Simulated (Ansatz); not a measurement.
`C[SiH2]C=N` + `O[SiH3]` → `C[SiH2]O[SiH3]` + `C=N` at 700 K and 1 bar (ligand exchange at the Si–C bond).

Calculated with Ansatz (gas phase, PBE0-D4/def2-TZVP geometries, no zero-point term in ΔE). CBS: MP2 limit from def2 TZ/QZ plus the TZ coupled-cluster correction, frozen cores. This one scheme is used for every species. One conformer a species, not always the lowest.

| species | CCSD(T)/CBS energy (Eh) | H − E (kJ/mol) | S (J/(mol·K)) |
| --- | --- | --- | --- |
| `C[SiH2]C=N` | -424.07596 | 296.1 | 435.7 |
| `O[SiH3]` | -366.69042 | 144.6 | 321.6 |
| `C[SiH2]O[SiH3]` | -696.28988 | 305.1 | 500.8 |
| `C=N` | -94.52360 | 135.6 | 268.6 |

H − E and S are ideal-gas, rigid-rotor, harmonic terms from PBE0-D4/def2-TZVP, for one conformer and one mirror image of each species. 1 Eh = 2625.50 kJ/mol, R = 8.31446 J/(mol·K).

By hand: ΔE, ΔH, ΔS and ΔG.

ΔE = (-696.28988) + (-94.52360) − (-424.07596) − (-366.69042) = -0.04710 Eh = -123.7 kJ/mol. Δ(H − E) = 305.1 + 135.6 − 296.1 − 144.6 = 0.0, so ΔH = -123.7 kJ/mol. ΔS = 500.8 + 268.6 − 435.7 − 321.6 = 12.1 J/(mol·K). ΔG = -123.7 − 700 × (12.1)/1000 = -132.2 kJ/mol.

By hand: the equilibrium constant, and the temperature at which ΔG would vanish if ΔH and ΔS stayed fixed.

log₁₀ K = −ΔG/(RT ln 10) = 9.9. ΔH and −TΔS have one sign here, so there is no such temperature.

The number of gas molecules stays the same, so ΔS is small and ΔH decides. A doubt of 5 kJ/mol in ΔE shifts log₁₀ K by 0.4 here. Other conformers and mirror images would add mixing entropy, several J/(mol·K) or more a flexible species. Modes under 60 cm⁻¹, often nearly free rotors, make the harmonic entropy too high. These are equilibria of isolated gas molecules and say nothing of rates. Largest T1 diagnostic: 0.012 (customary marks: 0.02 for closed shells, 0.045 for open ones).

ΔS is within the doubt of such terms, so its sign, and with it that verdict, could turn.
